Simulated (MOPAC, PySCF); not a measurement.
Dissociation curve of CH₄Se, SMILES C[SeH]. The C1–Se5 bond (C1 also carries H, H, H; Se5 carries H) is pulled apart rigidly from the PBE0/def2-TZVP optimised geometry.

Methods: UKS-CAM-B3LYP = unrestricted CAM-B3LYP/cc-pVDZ run with PySCF; RKS-M06-2X/6-31G* = restricted M06-2X/6-31G*, spherical d (PySCF); PM7, restricted, heats of formation (MOPAC); RHF/cc-pVDZ (PySCF).

Energies are in kJ/mol, each relative to the lowest point of its own curve near equilibrium.

```json
[
 {"R / Å": "1.57", "UKS-CAM-B3LYP": "246.0", "RKS-M06-2X/6-31G*": "248.9", "PM7": "?", "RHF": "258.1"},
 {"R / Å": "1.66", "UKS-CAM-B3LYP": "123.5", "RKS-M06-2X/6-31G*": "125.5", "PM7": "88.1", "RHF": "129.5"},
 {"R / Å": "1.74", "UKS-CAM-B3LYP": "57.6", "RKS-M06-2X/6-31G*": "58.8", "PM7": "42.2", "RHF": "60.2"},
 {"R / Å": "1.82", "UKS-CAM-B3LYP": "20.2", "RKS-M06-2X/6-31G*": "20.7", "PM7": "14.4", "RHF": "21.0"},
 {"R / Å": "1.89", "UKS-CAM-B3LYP": "4.4", "RKS-M06-2X/6-31G*": "4.5", "PM7": "2.4", "RHF": "4.4"},
 {"R / Å": "1.95", "UKS-CAM-B3LYP": "0.0", "RKS-M06-2X/6-31G*": "0.0", "PM7": "0.0", "RHF": "0.0"},
 {"R / Å": "2.00", "UKS-CAM-B3LYP": "1.4", "RKS-M06-2X/6-31G*": "1.4", "PM7": "2.8", "RHF": "1.6"},
 {"R / Å": "2.07", "UKS-CAM-B3LYP": "9.1", "RKS-M06-2X/6-31G*": "9.3", "PM7": "13.1", "RHF": "10.0"},
 {"R / Å": "2.16", "UKS-CAM-B3LYP": "26.4", "RKS-M06-2X/6-31G*": "26.9", "PM7": "35.0", "RHF": "28.6"},
 {"R / Å": "2.25", "UKS-CAM-B3LYP": "49.0", "RKS-M06-2X/6-31G*": "50.2", "PM7": "?", "RHF": "52.9"},
 {"R / Å": "2.44", "UKS-CAM-B3LYP": "105.8", "RKS-M06-2X/6-31G*": "108.6", "PM7": "?", "RHF": "114.0"},
 {"R / Å": "2.60", "UKS-CAM-B3LYP": "156.3", "RKS-M06-2X/6-31G*": "160.6", "PM7": "203.1", "RHF": "168.8"},
 {"R / Å": "2.90", "UKS-CAM-B3LYP": "232.9", "RKS-M06-2X/6-31G*": "252.8", "PM7": "313.2", "RHF": "267.5"},
 {"R / Å": "3.20", "UKS-CAM-B3LYP": "269.6", "RKS-M06-2X/6-31G*": "331.2", "PM7": "398.5", "RHF": "354.0"},
 {"R / Å": "3.52", "UKS-CAM-B3LYP": "?", "RKS-M06-2X/6-31G*": "398.2", "PM7": "463.2", "RHF": "431.2"},
 {"R / Å": "3.89", "UKS-CAM-B3LYP": "298.0", "RKS-M06-2X/6-31G*": "456.3", "PM7": "512.3", "RHF": "503.1"},
 {"R / Å": "4.29", "UKS-CAM-B3LYP": "302.5", "RKS-M06-2X/6-31G*": "500.1", "PM7": "545.2", "RHF": "563.1"},
 {"R / Å": "4.78", "UKS-CAM-B3LYP": "?", "RKS-M06-2X/6-31G*": "535.4", "PM7": "569.8", "RHF": "616.0"},
 {"R / Å": "5.28", "UKS-CAM-B3LYP": "305.3", "RKS-M06-2X/6-31G*": "558.9", "PM7": "589.2", "RHF": "651.7"},
 {"R / Å": "5.79", "UKS-CAM-B3LYP": "305.5", "RKS-M06-2X/6-31G*": "573.8", "PM7": "598.7", "RHF": "675.3"},
 {"R / Å": "6.87", "UKS-CAM-B3LYP": "305.6", "RKS-M06-2X/6-31G*": "591.0", "PM7": "618.1", "RHF": "?"}
]
```

**Question.** Fill in the missing entries.

**Answer.** 
- 1.57, PM7: 166.5
- 2.25, PM7: 64.1
- 2.44, PM7: 138.0
- 3.52, UKS-CAM-B3LYP: 288.2
- 4.78, UKS-CAM-B3LYP: 304.6
- 6.87, RHF: 703.3

The unrestricted determinant behind UKS-CAM-B3LYP is spin-contaminated at 2.90 to 6.87 Å (<S²> up to 1.0, against 0.00 for a pure singlet). The restricted form behind RKS-M06-2X/6-31G*, PM7, RHF keeps the bonding electrons paired and can't separate into open-shell fragments.
